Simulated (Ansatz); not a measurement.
C2H4BFO (`OC1(F)BC1`), relaxed with RKS PBE0-D4/def2-TZVP in Ansatz from a PBE-D4/def2-SVP geometry. The force threshold is 0.005 eV/Å; the program also tests the step.

The species carries charge 0 and has multiplicity 1.

Start:

```xyz
9

O    -0.389    1.645   -0.248
C     0.334    0.478   -0.253
F     1.314    0.438   -1.238
B     0.569   -0.290    1.073
C    -0.393   -0.847   -0.014
H    -1.030    1.604   -0.989
H     1.134   -0.468    2.121
H    -0.047   -1.744   -0.566
H    -1.491   -0.815    0.114
```

(1) By how much does the energy fall, and how many steps does the optimiser take? (An estimate is asked.)

(2) Which bonds change most? (Best estimate.)

(3) Give the relaxed structure. (Estimate.)

## Answers

(1) Ansatz gave: 3.73 kJ/mol, in 6 steps.

(2) Computed: B4–H7 from 1.205 to 1.183 Å; C5–H8 from 1.108 to 1.090 Å; C5–H9 from 1.106 to 1.087 Å; C2–C5 from 1.530 to 1.514 Å.

(3) Ansatz gave: 
```xyz
9

O    -0.389    1.628   -0.252
C     0.326    0.467   -0.244
F     1.290    0.433   -1.226
B     0.565   -0.298    1.070
C    -0.390   -0.847   -0.010
H    -1.011    1.605   -0.990
H     1.122   -0.458    2.101
H    -0.045   -1.716   -0.568
H    -1.469   -0.812    0.119
```
